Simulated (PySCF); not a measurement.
System: sum formula SiN2H3F2, net charge 0, doublet state. It need not be the lowest isomer of its formula. SMILES: [NH][Si](N)(F)F
Coordinates optimised at B3LYP-D3(BJ)/def2-TZVP (Ansatz):
```xyz
8

Si    -0.0273     0.0048    -0.0060
F      0.4630    -0.4276    -1.4603
F     -0.7319    -1.2916     0.5912
N     -1.2064     1.2584     0.0826
N      1.3337     0.5275     0.8346
H     -1.6403     1.5769    -0.7831
H      1.2774     1.0411     1.6975
H      2.2735     0.2858     0.5704
```
Charge 0, spin multiplicity 2.

Dispersion corrections to the total energy (kcal/mol) from the dftd3 and dftd4 libraries through PySCF: D3(BJ) without and D4 with the three-body term, each with the damping fitted for the functional named.

```csv
functional,D3(BJ),D4
BHLYP,-4.66,-4.38
BP86,-5.31,-4.85
HF,-28.18,(withheld)
B2PLYP,-2.74,(withheld)
TPSSh,-3.81,-4.50
PBE0,-2.85,-3.07
B2GP-PLYP,-2.31,(withheld)
```

Fill in the missing entries.


- HF, D4: -13.69
- B2PLYP, D4: -2.55
- B2GP-PLYP, D4: -1.52
